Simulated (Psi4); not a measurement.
FGa, singlet, geometry from GFN2-xTB (such geometries of metal compounds can be far from the true shape).

The Psi4 input:
```
memory 2 GB

molecule {
0 1
Ga   -0.00000000   -0.00000000   -0.40479707
F     0.00000000    0.00000000    1.39430103
}

set {
  basis 6-311g**
}

energy('blyp')
print_variables()
```

What is the computed number of basis functions (BLYP/6-311G** (Psi4))?

62

Give the total energy at the level BLYP/6-311G**.

-2024.8213 Eh
